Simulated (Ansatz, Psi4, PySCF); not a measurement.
Species: 3,3-dichlorosiletane, C₃H₆Cl₂Si (charge 0, singlet). SMILES: ClC1(Cl)C[SiH2]C1
Geometry: optimised at B3LYP-D3(BJ)/def2-TZVP (Ansatz, a quantum-chemistry and plane-wave program).

Wanted: vertical triplet-singlet gap, E(triplet) - E(singlet), in eV. Terms: no dispersion term unless named; UHF or UKS for open shells; six Cartesian d functions in 6-31G* and its kin unless marked 5d; each state is the SCF solution reached for its charge and spin; 6-311+G** with 5d, 6d on Na to Ar in Ansatz; no spin-orbit coupling; non-relativistic; frozen cores in correlated levels. First-principles rows: single points at B3LYP-D3(BJ) geometries (Ansatz). Levels can end on unlike triplets.

```tsv
level	program	vertical triplet-singlet gap, E(triplet) - E(singlet) (eV)
HF/6-31G*	Ansatz	6.22
HF/6-311+G**	Ansatz	6.19
PBE/6-31G*	Ansatz	5.79
PBE/6-311+G**	Ansatz	5.69
B3LYP/STO-3G	Ansatz	7.51
B3LYP/3-21G	Ansatz	6.38
B3LYP/6-31G*	Ansatz	6.14
B3LYP/6-311+G**	Ansatz	6.05
M06-2X/6-31G* (5d)	PySCF	6.53
wB97X-D/6-31G*	Psi4	7.52
MP2/6-31G*	Ansatz	6.76
MP2/6-311+G**	Ansatz	6.64
PBE0/def2-TZVPD	Ansatz	5.97
```

No value to compare with is used here. The 12 habitual levels span 5.69 (PBE/6-311+G**) to 7.52 eV (wB97X-D/6-31G*); PBE0/def2-TZVPD gives 5.97.

The levels are drawn from those run, B3LYP/6-31G* more often than the rest, none by its result; left out are runs that failed, that the program found above a lower state of the same kind, or whose <S^2> lies over 0.5 above the pure value.
